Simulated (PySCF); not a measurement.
**B(2+): ionisation energy**

B(2+) [He] 2s1 (2S) → B(3+) 1s2 (1S), as a difference of total energies. Computed with PySCF 2.14 in aug-cc-pVQZ with one added diffuse shell each of s, p, d, f, g type (7s6p5d4f3g, 105 functions), with no relativity, point nucleus. The calculations carry no spin-orbit coupling.

| method | ionisation energy (eV) |
| --- | --- |
| UHF | 37.818 |
| LDA | 37.893 |
| PBE | 38.284 |
| PBE0 | 38.226 |
| r2SCAN | 37.850 |
| BP86 | 38.091 |
| LC-wPBE | 38.364 |
| HSE06 | 38.220 |
| B97-3 | 37.912 |

For comparison: 37.931 eV (measured; NIST Atomic Spectra Database, ionization energies).
